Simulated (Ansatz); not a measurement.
The Te1–H2 bond of hydrogen telluride (SMILES [TeH2]) is stretched (multiplicity 1, the rest rigid).
Geometry at rest (charge 0, multiplicity 1):
```
atom    x (Å)    y (Å)    z (Å)
----  -------  -------  -------
Te     0.0001   0.0433   0.0016
H     -1.1804  -1.1248  -0.0390
H      1.1777  -1.1274  -0.0467
```

Correlated levels freeze the cores. Filled d and f shells under p-block atoms count as core.

Codes used: Ansatz (Gaussian basis) for Hartree–Fock, density functionals and correlated methods.  In def2 rows elements past Kr take small-core potentials, without spin–orbit coupling.

FIC-MRCISD+Q on CASSCF(2,2)/def2-TZVPP, total energies (hartree):

| R (Å) | CASSCF | MRCISD | weight c² of the reference |
|---|---|---|---|
| 1.661 | -268.170640 | -268.318574 | 0.92330 |
| 2.907 | -268.085710 | -268.222697 | 0.92385 |
| 5.316 | -268.070089 | -268.204488 | 0.92497 |

Task: Add the Davidson correction (E_MRCISD − E_CASSCF)(1 − c²)/c² and give the energies above the first point at the three levels.

Result: 
Corrections (hartree): -0.012290, -0.011292, -0.010902. Above the first point (kcal/mol):
- R = 2.907 Å: CASSCF 53.3, MRCISD 60.2, with the correction 60.8
- R = 5.316 Å: CASSCF 63.1, MRCISD 71.6, with the correction 72.5

Ansatz is a program for electronic structure.
